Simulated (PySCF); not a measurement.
W(O)(S)(OH)(NH2) (H3NO2SW), SMILES [NH2][W](=[O])([OH])=[S], multiplicity 1.

Geometry: B3LYP-D3(BJ)/def2-SVP. The spin state was assumed, not searched. The structure was generated by enumeration; whether it is a known compound was not checked. The def2 effective core potentials stand for the cores of W; spin–orbit coupling is left out. Other conformers were not sampled.

Level of theory: TDA-PBE/def2-SVPD in PySCF.

Vertical excitations. Gas-phase values at a fixed geometry.

| state | energy (eV) | λ (nm) | f | main pairs |
|---|---|---|---|---|
| S1 | 3.33 | 372 | 0.001 | HOMO→LUMO 99 % |
| S2 | 3.85 | 322 | 0.000 | HOMO→LUMO+1 52 %, HOMO−1→LUMO 46 % |
| S3 | 4.26 | 291 | 0.023 | HOMO−2→LUMO 37 %, HOMO→LUMO+1 30 %, HOMO−1→LUMO 21 % |
| S4 | 4.48 | 276 | 0.016 | HOMO−1→LUMO+1 87 % |
| S5 | 4.74 | 262 | 0.012 | HOMO−2→LUMO 44 %, HOMO−3→LUMO 31 %, HOMO−1→LUMO 7 % |
| S6 | 4.89 | 253 | 0.003 | HOMO→LUMO+2 93 % |
| S7 | 4.99 | 248 | 0.007 | HOMO−3→LUMO 56 %, HOMO→LUMO+3 11 % |
| S8 | 5.19 | 239 | 0.016 | HOMO→LUMO+3 65 %, HOMO−4→LUMO 15 % |
| S9 | 5.22 | 237 | 0.011 | HOMO−1→LUMO+2 56 %, HOMO−2→LUMO+1 26 % |
| S10 | 5.28 | 235 | 0.019 | HOMO−4→LUMO 61 % |
| T1 | 3.03 | 410 | 0 | HOMO→LUMO 98 % |
| T2 | 3.23 | 384 | 0 | HOMO−1→LUMO 89 % |
| T3 | 3.55 | 349 | 0 | HOMO→LUMO+1 93 % |
| T4 | 3.97 | 312 | 0 | HOMO−1→LUMO+1 93 % |
Triplets are in the Tamm–Dancoff approximation.
